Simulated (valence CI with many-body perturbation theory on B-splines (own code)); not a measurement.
# E1 transitions of Eu⁵⁶⁺

Level of theory: relativistic CI+MBPT: five valence electrons over a frozen Dirac-Fock core [He], radial functions for each j: 9 s, 9 p, 8 d, 6 f, 3 g, 1 h, with the one-electron correlation potential Σ1 (screened to all orders), the two-electron term Σ2, the three-electron term Σ3, Breit, model QED; selected single and double excitations, second order for the rest (own B-spline code, finite nucleus).

The last digits are not significant, and no measured levels were compared; by estimate large intervals hold to a few tenths of a per cent, small ones and those within an open d or f shell to about a per cent. Among the levels kept, up to 1200 cm⁻¹ of a level comes from second order outside the variational space, and about a tenth of that is noise between levels of different J, which matters for small intervals.

Lines 101 to 150 of 259 in falling wavelength, among levels below 7685.3 eV, chosen from the strongest by gf and those to the six lowest levels. Wavelengths and rates use the calculated energies. Electric multipoles are in the length gauge, E1 and E2 with the static RPA response of the core. Weak lines are less certain than strong ones. Lines between different terms over intervals too small for the method are left out, as are lines whose strength nearly cancels. The highest levels of a list are the least certain.

Levels are named by their leading jj configuration (3d3/2^4 stands for four electrons in 3d with j = 3/2), which in mixed levels can hold well under half, so a name can repeat and another be missing. Letters in brackets count levels of one name in rising energy.

```tsv
λ vac (nm)	Upper	Lower	A (s⁻¹)	log gf	Branch %
1.271	(2s 2p1/2 2p3/2^3) J=1/2	(2s^2 2p1/2 2p3/2^2) J=1/2	1.56e+12	-1.12	26.1
1.270	(2s 2p1/2^2 2p3/2 3p3/2) J=5/2 [b]	(2s^2 2p1/2^2 3p3/2) J=3/2	2.72e+12	-0.40	2.1
1.268	(2s 2p1/2^2 2p3/2 3p1/2) J=1/2	(2s^2 2p1/2^2 3p1/2) J=1/2	2.33e+12	-0.95	0.3
1.267	(2s 2p1/2^2 2p3/2 3p1/2) J=3/2 [b]	(2s^2 2p1/2^2 3p1/2) J=1/2	1.69e+12	-0.79	0.2
1.263	(2s 2p1/2^2 2p3/2 3s) J=1/2	(2s^2 2p1/2^2 3s) J=1/2	2.13e+12	-0.99	2.3
1.263	(2p1/2 2p3/2^4) J=1/2	(2s 2p1/2 2p3/2^3) J=3/2 [b]	6.23e+12	-0.53	66.6
1.261	(2s 2p1/2^2 2p3/2 3d3/2) J=5/2 [b]	(2s^2 2p1/2^2 3d3/2) J=3/2	2.43e+12	-0.46	2.4
1.258	(2s 2p1/2 2p3/2^3) J=3/2 [b]	(2s^2 2p1/2 2p3/2^2) J=1/2	1.35e+12	-0.89	22.6
1.255	(2s 2p1/2^2 2p3/2 3d3/2) J=1/2 [b]	(2s^2 2p1/2^2 3d3/2) J=3/2	2.51e+12	-0.93	0.8
1.254	(2s 2p1/2 2p3/2^3) J=5/2	(2s^2 2p1/2 2p3/2^2) J=3/2	1.28e+11	-1.74	5.5
1.253	(2p1/2^2 2p3/2^3) J=3/2	(2s 2p1/2^2 2p3/2^2) J=3/2	4.40e+12	-0.38	63.4
1.252	(2s 2p1/2^2 2p3/2 3p3/2) J=3/2 [b]	(2s^2 2p1/2^2 3p3/2) J=3/2	2.84e+12	-0.57	2.5
1.252	(2p1/2^2 2p3/2^3) J=3/2	(2s 2p1/2^2 2p3/2^2) J=1/2	9.80e+11	-1.04	14.1
1.251	(2s 2p3/2^4) J=1/2	(2s^2 2p3/2^3) J=3/2	5.04e+12	-0.63	98.4
1.250	(2p1/2 2p3/2^4) J=1/2	(2s 2p1/2 2p3/2^3) J=1/2	2.81e+12	-0.88	30.1
1.247	(2s 2p1/2^2 2p3/2 3p3/2) J=1/2 [b]	(2s^2 2p1/2^2 3p3/2) J=3/2	2.83e+12	-0.88	26.8
1.246	(2s^2 2p1/2 2p3/2 3d3/2) J=3/2 [b]	(2s^2 2p1/2^2 3p1/2) J=1/2	1.17e+12	-0.96	0.4
1.242	(2s 2p1/2^2 2p3/2 3s) J=3/2 [b]	(2s^2 2p1/2^2 3s) J=1/2	1.95e+12	-0.74	5.0
1.223	(2s 2p1/2^2 2p3/2^2) J=1/2	(2s^2 2p1/2^2 2p3/2) J=3/2	2.62e+12	-0.93	98.2
1.221	(2s 2p1/2^2 2p3/2^2) J=3/2	(2s^2 2p1/2^2 2p3/2) J=3/2	4.70e+12	-0.38	98.5
1.209	(2s 2p1/2 2p3/2^3) J=3/2 [b]	(2s^2 2p1/2 2p3/2^2) J=5/2	4.39e+12	-0.41	73.7
1.195	(2s 2p1/2 2p3/2^3) J=1/2	(2s^2 2p1/2 2p3/2^2) J=3/2	4.34e+12	-0.73	72.5
1.184	(2s 2p1/2 2p3/2^3) J=3/2 [b]	(2s^2 2p1/2 2p3/2^2) J=3/2	1.56e+11	-1.88	2.6
1.153	(2p1/2^2 2p3/2^3) J=3/2	(2s 2p1/2^2 2p3/2^2) J=5/2	1.33e+12	-0.98	19.1
0.7705	(2s 2p1/2 2p3/2^3) J=3/2 [a]	(2s^2 2p1/2^2 2p3/2) J=3/2	1.47e+10	-3.28	0.6
0.7531	(2s 2p1/2 2p3/2^3) J=5/2	(2s^2 2p1/2^2 2p3/2) J=3/2	9.74e+08	-4.30	0.0
0.7315	(2s 2p1/2 2p3/2^3) J=1/2	(2s^2 2p1/2^2 2p3/2) J=3/2	5.15e+10	-3.08	0.9
0.7272	(2s 2p1/2 2p3/2^3) J=3/2 [b]	(2s^2 2p1/2^2 2p3/2) J=3/2	3.22e+10	-2.99	0.5
0.7242	(2s 2p3/2^4) J=1/2	(2s^2 2p1/2 2p3/2^2) J=3/2	7.20e+10	-2.95	1.4
0.2297	(2s^2 2p1/2^2 3p1/2) J=1/2	(2s 2p1/2^2 2p3/2^2) J=1/2	1.02e+11	-3.79	8.9
0.2211	(2s^2 2p1/2^2 3p3/2) J=3/2	(2s 2p1/2^2 2p3/2^2) J=1/2	2.75e+10	-4.09	2.5
0.2210	(2s^2 2p1/2^2 3s) J=1/2	(2s^2 2p1/2 2p3/2^2) J=1/2	3.10e+10	-4.34	0.0
0.2178	(2s^2 2p1/2^2 3p3/2) J=3/2	(2s 2p1/2^2 2p3/2^2) J=5/2	1.28e+11	-3.44	11.6
0.2075	(2s^2 2p1/2^2 3d3/2) J=3/2	(2s^2 2p1/2 2p3/2^2) J=1/2	6.64e+10	-3.77	0.1
0.2053	(2s^2 2p1/2^2 3d3/2) J=3/2	(2s^2 2p1/2 2p3/2^2) J=3/2	1.62e+11	-3.39	0.1
0.2042	(2s^2 2p1/2 2p3/2 3p1/2) J=3/2 [a]	(2s 2p1/2^2 2p3/2^2) J=1/2	2.71e+10	-4.17	3.2
0.2039	(2s^2 2p1/2^2 3d5/2) J=5/2	(2s^2 2p1/2 2p3/2^2) J=5/2	1.26e+10	-4.33	0.0
0.2032	(2s^2 2p1/2^2 3d5/2) J=5/2	(2s^2 2p1/2 2p3/2^2) J=3/2	1.82e+10	-4.17	0.0
0.2028	(2s^2 2p1/2 2p3/2 3p1/2) J=3/2 [b]	(2s 2p1/2^2 2p3/2^2) J=1/2	3.64e+11	-3.05	15.0
0.2010	(2s^2 2p1/2 2p3/2 3p1/2) J=5/2	(2s 2p1/2^2 2p3/2^2) J=5/2	1.26e+11	-3.34	11.1
0.2000	(2s^2 2p1/2 2p3/2 3p1/2) J=3/2 [b]	(2s 2p1/2^2 2p3/2^2) J=5/2	4.45e+11	-2.97	18.3
0.1987	(2s 2p1/2^2 2p3/2 3s) J=3/2 [a]	(2s 2p1/2^2 2p3/2^2) J=1/2	3.17e+13	-1.13	27.3
0.1979	(2s^2 2p1/2 2p3/2 3p3/2) J=1/2 [a]	(2s 2p1/2^2 2p3/2^2) J=1/2	3.35e+12	-2.40	26.3
0.1976	(2s^2 2p1/2 2p3/2 3p3/2) J=3/2 [a]	(2s 2p1/2^2 2p3/2^2) J=1/2	5.31e+10	-3.91	3.4
0.1975	(2s^2 2p1/2 2p3/2 3s) J=3/2 [a]	(2s^2 2p1/2 2p3/2^2) J=1/2	4.02e+11	-3.03	0.6
0.1972	(2s^2 2p1/2 2p3/2 3s) J=1/2	(2s^2 2p1/2 2p3/2^2) J=1/2	3.64e+13	-1.37	24.7
0.1971	(2s^2 2p1/2 2p3/2 3p3/2) J=3/2 [b]	(2s 2p1/2^2 2p3/2^2) J=3/2	2.30e+13	-1.27	90.6
0.1971	(2s^2 2p1/2 2p3/2 3p3/2) J=3/2 [b]	(2s 2p1/2^2 2p3/2^2) J=1/2	1.18e+12	-2.56	4.7
0.1969	(2s 2p1/2^2 2p3/2 3s) J=1/2	(2s 2p1/2^2 2p3/2^2) J=3/2	5.88e+13	-1.16	62.7
0.1969	(2s 2p1/2^2 2p3/2 3s) J=1/2	(2s 2p1/2^2 2p3/2^2) J=1/2	3.21e+13	-1.43	34.2
```
